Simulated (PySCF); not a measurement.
Species: C₃H₇B₂F₃.
Cartesian coordinates in Å at the PBE0-D3(BJ)/def2-SVP level; atoms count from 1:
```
atom  x, y, z in Å
B1    -0.8043    1.5272    0.2385
C2    -0.5491   -0.0035    0.2701
B3    -1.9545   -0.6705    0.1902
C4     0.5518   -0.5776   -0.6059
C5     1.9256   -0.2141   -0.1067
F6     2.0768    1.1125    0.0194
F7     2.8794   -0.6485   -0.9326
F8     2.1649   -0.7460    1.1002
H9    -0.5519    2.1644   -0.7581
H10   -1.3343    2.0770    1.1738
H11   -0.4107   -0.2749    1.3483
H12   -2.8709   -0.2441    0.8518
H13   -2.1272   -1.6518   -0.4969
H14    0.5160   -1.6759   -0.6673
H15    0.4697   -0.1896   -1.6323
```

Computed with PySCF at CAM-B3LYP/def2-SVPD, non-relativistic, on one gas-phase PBE0-D3(BJ)/def2-SVP geometry that isn't relaxed in the solvent. The solvent is an IEF-PCM continuum (cavity from Bondi-type radii × 1.2), and excitations are vertical TDDFT with non-equilibrium linear response and a frozen core. Only the electrostatic response of the medium enters.

Gas-phase singlets (H = HOMO, L = LUMO):

| state | E (eV) | λ (nm) | f | leading configurations |
| --- | --- | --- | --- | --- |
| S1 | 5.563 | 223 | 0.007 | H→L 90% |
| S2 | 5.989 | 207 | 0.001 | H-1→L 66%, H-1→L+1 19% |
| S3 | 6.086 | 204 | 0.001 | H-2→L 76% |
| S4 | 6.553 | 189 | 0.008 | H→L+1 54%, H-3→L 31% |
| S5 | 7.298 | 170 | 0.016 | H-3→L 54%, H→L+1 29%, H-1→L+1 9% |

**Question.** What are the lowest 5 singlets in benzene (ε = 2.271)?

**Answer.** 
```tsv
state	E (eV)	λ (nm)	f	leading configurations	change by rank (eV)
S1	5.561	223	0.011	H→L 90%	-0.002
S2	5.995	207	0.001	H-1→L 68%, H-1→L+1 19%	+0.006
S3	6.094	203	0.001	H-2→L 76%	+0.008
S4	6.525	190	0.009	H→L+1 54%, H-3→L 30%	-0.028
S5	7.286	170	0.023	H-3→L 55%, H→L+1 29%	-0.012
```

**Question.** How do the frontier levels move from gas to benzene?

**Answer.** 
```json
{"orbital": "LUMO+2", "gas (eV)": "1.05", "solvent (eV)": "1.17", "change (eV)": "+0.12", "Löwdin shares, gas": "B3 36 %, B1 21 %, H14 5 %, C4 5 %", "Löwdin shares, solvent": "B3 34 %, B1 22 %, C5 6 %, C4 4 %"}
{"orbital": "LUMO+1", "gas (eV)": "0.18", "solvent (eV)": "0.33", "change (eV)": "+0.15", "Löwdin shares, gas": "B1 34 %, B3 26 %, C2 8 %, H10 7 %", "Löwdin shares, solvent": "B1 34 %, B3 26 %, C2 8 %, H13 6 %"}
{"orbital": "LUMO", "gas (eV)": "-1.00", "solvent (eV)": "-0.81", "change (eV)": "+0.19", "Löwdin shares, gas": "B3 35 %, B1 20 %, C2 16 %, H12 8 %", "Löwdin shares, solvent": "B3 34 %, B1 21 %, C2 16 %, H12 7 %"}
{"orbital": "HOMO", "gas (eV)": "-10.59", "solvent (eV)": "-10.42", "change (eV)": "+0.17", "Löwdin shares, gas": "C2 30 %, B1 18 %, B3 18 %, H13 11 %", "Löwdin shares, solvent": "C2 30 %, B3 18 %, B1 18 %, H13 11 %"}
{"orbital": "HOMO-1", "gas (eV)": "-10.96", "solvent (eV)": "-10.82", "change (eV)": "+0.14", "Löwdin shares, gas": "B1 38 %, H9 23 %, H10 16 %, C2 11 %", "Löwdin shares, solvent": "B1 38 %, H9 23 %, H10 16 %, C2 11 %"}
{"orbital": "HOMO-2", "gas (eV)": "-11.26", "solvent (eV)": "-11.09", "change (eV)": "+0.17", "Löwdin shares, gas": "B3 33 %, H12 22 %, C2 12 %, C4 11 %", "Löwdin shares, solvent": "B3 34 %, H12 22 %, C2 13 %, C4 11 %"}
{"orbital": "HOMO-3", "gas (eV)": "-11.76", "solvent (eV)": "-11.59", "change (eV)": "+0.17", "Löwdin shares, gas": "C2 22 %, B1 15 %, C4 13 %, B3 13 %", "Löwdin shares, solvent": "C2 22 %, B1 15 %, C4 13 %, B3 12 %"}
```

The HOMO–LUMO gap goes from 9.59 to 9.61 eV.
